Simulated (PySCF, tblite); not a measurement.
Isomers of C5H5ClO2S2. Level: GFN2-xTB in tblite, geometry and Hessian alike; calculated harmonic values, unscaled, isolated species. The method is semi-empirical: single wavenumbers can be off by several per cent or more. One conformer each.

Electronic energies: PBE0/pcSseg-1 single points on the GFN2-xTB geometries (PySCF, gas phase).

```tsv
SMILES	electronic energy, lowest = 0 (kcal/mol)
Cc1ccc(S(=O)(=O)Cl)s1	0.0
Cc1csc(S(=O)(=O)Cl)c1	0.8
CS(=O)(=O)c1ccc(Cl)s1	8.1
Cc1ccsc1S(=O)(=O)Cl	0.7
```

**Question.** How do GFN2-xTB zero-point energies change the relative energies?

**Answer.** 
```json
{"SMILES": "Cc1ccc(S(=O)(=O)Cl)s1", "ZPE (kcal/mol)": "58.3", "of it from modes above 1550 cm⁻¹": "24.2", "electronic (kcal/mol)": "0.0", "with ZPE, lowest = 0 (kcal/mol)": "0.0", "lowest mode (cm⁻¹)": "30", "rings": "1"}
{"SMILES": "Cc1ccsc1S(=O)(=O)Cl", "ZPE (kcal/mol)": "58.5", "of it from modes above 1550 cm⁻¹": "24.3", "electronic (kcal/mol)": "0.7", "with ZPE, lowest = 0 (kcal/mol)": "0.8", "lowest mode (cm⁻¹)": "27", "rings": "1"}
{"SMILES": "Cc1csc(S(=O)(=O)Cl)c1", "ZPE (kcal/mol)": "58.4", "of it from modes above 1550 cm⁻¹": "24.3", "electronic (kcal/mol)": "0.8", "with ZPE, lowest = 0 (kcal/mol)": "0.8", "lowest mode (cm⁻¹)": "26", "rings": "1"}
{"SMILES": "CS(=O)(=O)c1ccc(Cl)s1", "ZPE (kcal/mol)": "57.4", "of it from modes above 1550 cm⁻¹": "22.2", "electronic (kcal/mol)": "8.1", "with ZPE, lowest = 0 (kcal/mol)": "7.2", "lowest mode (cm⁻¹)": "28", "rings": "1"}
```

The zero-point energies span 1.1 kcal/mol, from `CS(=O)(=O)c1ccc(Cl)s1` to `Cc1ccsc1S(=O)(=O)Cl`. The order is unchanged, ties at the printed digit aside.

**Question.** And how do the electronic energies of GFN2-xTB itself compare?

**Answer.** `Cc1ccc(S(=O)(=O)Cl)s1` 2.3; `Cc1ccsc1S(=O)(=O)Cl` 0.0; `Cc1csc(S(=O)(=O)Cl)c1` 2.4; `CS(=O)(=O)c1ccc(Cl)s1` 24.7 kcal/mol, lowest = 0. Against the energies above, taken from the same isomer `Cc1ccc(S(=O)(=O)Cl)s1`, the largest difference is 14.3 kcal/mol.

**Question.** What do entropy and thermal enthalpy add at 298.15 K and 1 bar (rigid rotor, harmonic oscillator, one conformer each)?

**Answer.** 
```json
{"SMILES": "Cc1ccc(S(=O)(=O)Cl)s1", "point group": "C1", "symmetry number": "1", "S (cal/(mol K))": "107.1", "H − H(0) (kcal/mol)": "7.46", "ZPE + H − H(0) − TS (kcal/mol)": "33.8"}
{"SMILES": "Cc1ccsc1S(=O)(=O)Cl", "point group": "C1", "symmetry number": "1", "S (cal/(mol K))": "104.7", "H − H(0) (kcal/mol)": "7.33", "ZPE + H − H(0) − TS (kcal/mol)": "34.6"}
{"SMILES": "Cc1csc(S(=O)(=O)Cl)c1", "point group": "C1", "symmetry number": "1", "S (cal/(mol K))": "106.4", "H − H(0) (kcal/mol)": "7.41", "ZPE + H − H(0) − TS (kcal/mol)": "34.1"}
{"SMILES": "CS(=O)(=O)c1ccc(Cl)s1", "point group": "C1", "symmetry number": "1", "S (cal/(mol K))": "105.8", "H − H(0) (kcal/mol)": "7.42", "ZPE + H − H(0) − TS (kcal/mol)": "33.3"}
```
